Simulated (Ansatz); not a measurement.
Cost and result for the atomization energy of `C1C[SiH2][SiH2]C1` (15 atoms, 15 bonds).

Z-matrix (Å, degrees):
```
C
C 1 1.534
C 1 1.534 2 111.8
H 1 1.097 2 109.2 3 121.0
H 1 1.095 2 110.2 3 -122.9
Si 2 1.898 1 108.7 3 -53.0
H 2 1.096 1 109.6 3 65.0
H 2 1.093 1 111.4 3 -177.0
Si 3 1.898 1 108.7 2 52.9
H 3 1.096 1 109.6 2 -65.1
H 3 1.093 1 111.4 2 177.0
H 6 1.488 2 112.9 1 147.8
H 6 1.490 2 111.4 1 -90.3
H 9 1.490 3 111.4 1 90.4
H 9 1.488 3 112.9 1 -147.7
```

Total charge 0; spin multiplicity 1. The structure was optimised at the PBE0-D4/def2-TZVP level. Program: Ansatz. All runs use 4 threads of an Arm Neoverse V1 on a shared host. Times are those of one run each, without the atoms' runs, and a repeat can differ threefold. Electronic energies, without spin–orbit coupling; frozen cores. CCSD(T)/CBS adds CCSD(T) − MP2 in def2-TZVPP to the MP2 limit, and its time is that of the two runs behind it. T1 = 0.011. B3LYP takes the VWN-RPA correlation (the form of Gaussian; ORCA's B3LYP/G).

CCSD(T)/CBS is a level of theory with its own doubt, some kJ/mol a heavy atom from the limit and from the frozen cores, so smaller differences don't rank the functionals.

```tsv
level	functions	wall time
PBE-D4/def2-TZVPP (with forces)	317	4.5 s
PBE0-D4/def2-TZVPP	317	6 s
r2SCAN-D4/def2-TZVPP (with forces)	317	9 s
B3LYP-D4/def2-TZVPP (with forces)	317	9.5 s
B2PLYP/def2-TZVPP	317	11 s
ωB97X-V/def2-TZVPP	317	14 s
ωB97M-V/def2-TZVPP (with forces)	317	22 s
MP2/def2-QZVPP	611	51 s
CCSD(T)/def2-TZVPP	317	20 min
CCSD(T)/CBS(def2)	–	21 min
```

Problem. What atomization energy does each give, and how far from CCSD(T)/CBS? (Best estimate.)

Solution. The calculation gave: 
```csv
level,atomization (kcal/mol),difference from CCSD(T)/CBS,per bond
PBE-D4/def2-TZVPP (with forces),1312.7,11.0,0.7
PBE0-D4/def2-TZVPP,1305.2,3.5,0.2
r2SCAN-D4/def2-TZVPP (with forces),1304.4,2.7,0.2
B3LYP-D4/def2-TZVPP (with forces),1300.5,-1.2,-0.1
B2PLYP/def2-TZVPP,1284.6,-17.1,-1.1
ωB97X-V/def2-TZVPP,1308.9,7.2,0.5
ωB97M-V/def2-TZVPP (with forces),1304.3,2.6,0.2
MP2/def2-QZVPP,1294.6,-7.1,-0.5
CCSD(T)/def2-TZVPP,1272.4,-29.3,-2.0
CCSD(T)/CBS(def2),1301.7,0.0,0.0
```

From PBE to PBE0 (25 % exact exchange), in def2-TZVPP and without D4, the atomization energy moves by −6.1 kcal/mol: exact exchange takes away binding that semilocal exchange gives to molecules. The D4 term adds +14.4 kcal/mol with B3LYP and +7.6 kcal/mol with PBE0; it sums over pairs of atoms, weighted by their polarisabilities, and B3LYP, whose exchange is more repulsive, gets the larger term. In def2-TZVPP, CCSD(T) changes the Hartree–Fock value by +283.4 kcal/mol (the triples alone add +14.5 kcal/mol) and MP2 by +288.3 kcal/mol; breaking electron pairs costs correlation energy, which Hartree–Fock lacks.
